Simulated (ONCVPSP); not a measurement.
# An all-electron radial function and its pseudo partner (phosphorus)

Columns: radius, all-electron u(r) and pseudo u(r) of the 2p shell (level -124.49 eV) of phosphorus in the configuration [He] 2s2 2p6 3s2 3p3; PBE, scalar-relativistic, ONCV scheme, ONCVPSP 4.0.1.

```tsv
r (bohr)	all-electron	pseudo
0.045	0.1578	0.0780
0.090	0.4564	0.2887
0.135	0.7581	0.5813
0.180	1.0074	0.8887
0.225	1.1897	1.1519
0.270	1.3068	1.3348
0.315	1.3671	1.4287
0.360	1.3818	1.4464
0.405	1.3615	1.4111
0.450	1.3162	1.3462
0.495	1.2536	1.2677
0.540	1.1798	1.1848
0.585	1.0998	1.1008
0.630	1.0171	1.0171
0.675	0.9346	0.9344
0.720	0.8539	0.8537
0.765	0.7766	0.7764
0.810	0.7034	0.7032
0.855	0.6348	0.6347
0.900	0.5712	0.5711
0.945	0.5126	0.5125
0.990	0.4589	0.4588
1.035	0.4100	0.4099
1.080	0.3657	0.3656
1.125	0.3257	0.3256
1.170	0.2898	0.2897
```

(1) How many radial nodes do the two functions have?

(2) At about which radius was the pseudo-wave matched?

(3) Where does each function peak?

(4) Is the pseudo-wave norm-conserving?

## Answers

(1) The all-electron 2p function has n − l − 1 = 0; the pseudo-wave has 0.

(2) 0.70 bohr. The columns agree to 0.0005 from 0.63 bohr on; several derivatives are matched, so the curves merge somewhat inside the radius.

(3) Outermost all-electron maximum near 0.36 bohr, pseudo maximum near 0.36 bohr (to the table’s step).

(4) Yes: the ONCV scheme keeps the norm inside the radius equal to the all-electron one, which fixes the energy derivative of the logarithmic derivative at the level.
